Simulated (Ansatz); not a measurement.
One geometry of CH₃InO⁺, that is In(CO)H3 with one electron fewer, several levels of theory.

```yaml
crystal:
  periodic: [false, false, false]
  atoms:
    - {symbol: In, position_ang: [-0.014666, -0.001494, -0.980408]}
    - {symbol: C, position_ang: [0.016579, 0.011738, 1.543180]}
    - {symbol: O, position_ang: [0.041871, 0.001361, 2.676556]}
    - {symbol: H, position_ang: [1.719850, 0.001573, -1.088839]}
    - {symbol: H, position_ang: [-0.887362, 1.495793, -1.098347]}
    - {symbol: H, position_ang: [-0.876273, -1.508982, -1.052142]}
basis:
  gaussian: {orbitals: def2-TZVP, initial_orbitals: start.molden}
total_charge: 1
magnetization: {spin_polarized: true, initial_magnetization: 1}
hamiltonian: {xc: r2scan, dispersion: d4}
scf: {omitted_lower_state_checks: [starts]}
output: {orbitals: {seedname: orbitals}}
```

The file start.molden holds the orbitals of an earlier run on this structure, at another level or in another basis.

```sh
$ ansatz run in.yaml --threads 4 --pin off --events-out ev --progress --plain --max-ram 3916MiB
```

Shortened log:

```
Functional definition: r2SCAN
  name "r2SCAN"
  cite "Furness, Kaplan, Ning, Perdew & Sun, J. Phys. Chem. Lett. 11, 8208 (2020) doi:10.1021/acs.jpclett.0c02405"
  cite "Furness, Kaplan, Ning, Perdew & Sun, J. Phys. Chem. Lett. 11, 9248 (2020) doi:10.1021/acs.jpclett.0c03077"
  parent r2scan
  parameter k0 = 0.174
  parameter k1 = 0.065
  parameter a1 = 4.9479
  exchange = r2scan_x(k0 = k0, k1 = k1, a1 = a1)
  correlation = r2scan_c
these checks for a lower state are left out or cut short: starts
851 factors; their error is unknown
mean field evaluation 1: about -8296.6997 eV, gradient 3.2e0 eV
mean field evaluation 2: about -8296.7321 eV, gradient 4.0e-2 eV
mean field evaluation 4: about -8296.7308 eV, gradient 1.3e-3 eV
mean field evaluation 8: about -8296.7308 eV, gradient 8.1e-6 eV
mean field -8296.73077863 eV, -304.8992323884 hartree, gradient 8.3e-6 eV, S^2 0.764643; 0 other end points of the search recorded, 0 dependent functions left out
reference -8296.73079167 eV, -304.8992328677 hartree; 19, 18 occupied and 111, 112 virtual orbitals, 851 factors
Total energy: -8296.74672172 eV, -304.8998182865 hartree
Checks for a lower state left out: starts
```

Hardware: 4 threads of AMD EPYC 7B13 on a shared host. Wall time 4.3 s.

The first input with `gaussian: {orbitals: def2-TZVPP, initial_orbitals: start.molden}`, `correlation: {method: ccsd_t}`, `scf: {omitted_lower_state_checks: [starts, cluster_reference]}` and without the key `hamiltonian` (abridged; 63 s):

```
Functional definition: HF
mean field -8254.44058283 eV, -303.3450963582 hartree, gradient 3.0e-6 eV, S^2 0.776327
6 core orbitals not correlated: weight in the atoms' cores, before any rotation towards them, 1.000 or more for the frozen orbitals, at most 0.000 for the correlated occupied ones
second order -17.60230659 eV of doubles, -0.00000000 eV of singles
cycle   1  -17.10404048 eV  change    5.0e-1 eV  update   1.3e-1
cycle   2  -17.72665895 eV  change   -6.2e-1 eV  update   5.0e-2
cycle   3  -17.91293255 eV  change   -1.9e-1 eV  update   3.1e-2
cycle   4  -17.91263924 eV  change    2.9e-4 eV  update   1.5e-2
cycle   5  -17.92113733 eV  change   -8.5e-3 eV  update   9.5e-3
cycle   6  -17.92792004 eV  change   -6.8e-3 eV  update   4.7e-3
cycle   7  -17.92820649 eV  change   -2.9e-4 eV  update   1.8e-3
cycle   8  -17.92863901 eV  change   -4.3e-4 eV  update   8.4e-4
cycle   9  -17.92886746 eV  change   -2.3e-4 eV  update   3.6e-4
cycle  10  -17.92861287 eV  change    2.5e-4 eV  update   2.1e-4
cycle  11  -17.92871046 eV  change   -9.8e-5 eV  update   1.7e-4
cycle  12  -17.92871421 eV  change   -3.7e-6 eV  update   1.6e-4
cycle  13  -17.92873657 eV  change   -2.2e-5 eV  update   1.5e-4
cycle  14  -17.92879552 eV  change   -5.9e-5 eV  update   1.5e-4
cycle  15  -17.92873173 eV  change    6.4e-5 eV  update   1.3e-4
cycle  16  -17.92874277 eV  change   -1.1e-5 eV  update   9.8e-5
cycle  17  -17.92873671 eV  change    6.1e-6 eV  update   4.6e-5
cycle  18  -17.92874840 eV  change   -1.2e-5 eV  update   2.1e-5
perturbative correction -0.72696514 eV, -0.0267154763 hartree
Total energy: -8273.09629637 eV, -304.0306811854 hartree
Checks for a lower state left out: starts, cluster_reference
```

As the first input, with `hamiltonian: {xc: pbe, dispersion: d4}` (abridged; 1.6 s):

```
Functional definition: PBE
mean field -8292.99800515 eV, -304.7620554935 hartree, gradient 1.4e-5 eV, S^2 0.757333
Total energy: -8293.06709685 eV, -304.7645945664 hartree
Checks for a lower state left out: starts
```

The first input with `hamiltonian: {xc: pbe0, dispersion: d4}` (abridged; 3.2 s):

```
Functional definition: PBE0
mean field evaluation 16: about -8292.7707 eV, gradient 1.7e-6 eV
mean field -8292.77074782 eV, -304.7537039403 hartree, gradient 1.7e-6 eV, S^2 0.763566
Total energy: -8292.82955470 eV, -304.7558650536 hartree
Checks for a lower state left out: starts
```

Geometry: PBE-D4/def2-TZVP, that of the neutral singlet.

In the def2 sets In takes a core potential; there is no spin–orbit coupling. Correlated methods freeze 6 core orbitals; core or outer-core shells of In are correlated, in sets that lack core-valence functions. At PBE-D4/def2-TZVP an occupied level lies above an empty one. At PBE-D4/def2-TZVP the gap within one spin of the charge 1 doublet nearly closes, so an electron or hole may be smeared out by delocalisation error.
